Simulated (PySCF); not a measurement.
## Induced dipoles and field energies

C₄H₁₂O₂Si.
SMILES with atom numbers: `[CH3:1][CH2:2][C@@H:3]([OH:4])[CH2:5][SiH2:6][OH:7]` (hydrogens: H8, H9, H10 on C1; H11, H12 on C2; H13 on C3; H14 on O4; H15, H16 on C5; H17, H18 on Si6; H19 on O7)

Geometry (GFN2-xTB, Å), atoms numbered from 1 in this order:
```
atom  x, y, z in Å
C1    -2.4421   -1.0118   -0.5902
C2    -1.5951    0.2032   -0.2226
C3    -0.1315   -0.1491    0.0761
O4     0.5312   -0.6306   -1.0869
C5     0.6451    1.0609    0.5846
Si6    2.4729    0.6581    0.9588
O7     3.1841    0.0059   -0.3424
H8    -2.1245   -1.4490   -1.5359
H9    -3.4849   -0.7227   -0.6961
H10   -2.3754   -1.7733    0.1853
H11   -2.0156    0.6788    0.6649
H12   -1.6180    0.9296   -1.0381
H13   -0.1126   -0.9381    0.8472
H14    0.0134   -1.3568   -1.4492
H15    0.5850    1.8439   -0.1725
H16    0.1460    1.4388    1.4748
H17    2.5130   -0.2865    2.0812
H18    3.2028    1.8882    1.2487
H19    2.5963   -0.3803   -0.9954
```

Level: CAM-B3LYP/def2-SVPD (PySCF); nuclei fixed, core orbitals frozen in the response. Permanent dipole (-3.794, -0.730, 0.013) D (1 au = 2.5417 D). Static polarisability (au):

```
x   95.00  5.34  5.44
y    5.34 77.60  3.62
z    5.44  3.62 76.54
```

Only the terms in μ and α are kept: μ(F) = μ + αF and ΔE = −μ·F − ½ F·αF.

Question: Apply 0.003 au along ±x, ±y and ±z in turn. Tabulate induced and total dipoles and both energy terms.

Answer: 
```
field along  induced x (D)  induced y (D)  induced z (D)  total size (D)  −μ·F (kJ/mol)  −½F·αF (kJ/mol)
         +x          0.724          0.041          0.041           3.147        +11.757           -1.122
         −x         -0.724         -0.041         -0.041           4.584        -11.757           -1.122
         +y          0.041          0.592          0.028           3.756         +2.262           -0.917
         −y         -0.041         -0.592         -0.028           4.056         -2.262           -0.917
         +z          0.041          0.028          0.584           3.864         -0.040           -0.904
         −z         -0.041         -0.028         -0.584           3.951         +0.040           -0.904
```

Question: For the field (0.0003, 0.0015, 0.0018) au, what is the induced dipole, and what angle does it make with the field?

Answer: αF = (0.118, 0.316, 0.368) D, at 6.4° to the field. The polarisability along this direction, F·αF/F², is 82.68 au, against a mean of 83.05 au.

Question: At what field along the permanent dipole would the induced dipole along it equal the permanent one, in this linear picture?

Answer: The polarisability along the dipole is 96.32 au, so F = 1.5201 au / 96.32 au = 0.0158 au = 0.81 V/Å; higher-order terms are ignored.

Question: What field makes μF equal to kT at 100 K?

Answer: kT = 0.3167 × 10⁻³ Eh, so F = 0.000208 au = 1.07 MV/cm.

Question: Induction energy −ᾱe²/2R⁴ of a unit charge at 6 Å, the molecule taken as a point?

Answer: R = 11.34 bohr, so the energy is −83.0/(2 × 11.34⁴) Eh = -6.6 kJ/mol. The charge–dipole term at its most favourable orientation, −μe/R², is -31 kJ/mol.

The structure is a single GFN2-xTB conformer in the gas phase; no vibrational or solvent corrections.

The run behind these numbers computed excited states as well. The run took 2.1 min wall on one thread of an Arm Neoverse N1, shared host with 64 logical CPUs at a one-minute load of 61, and the process peaked at 1.2 GiB of memory.
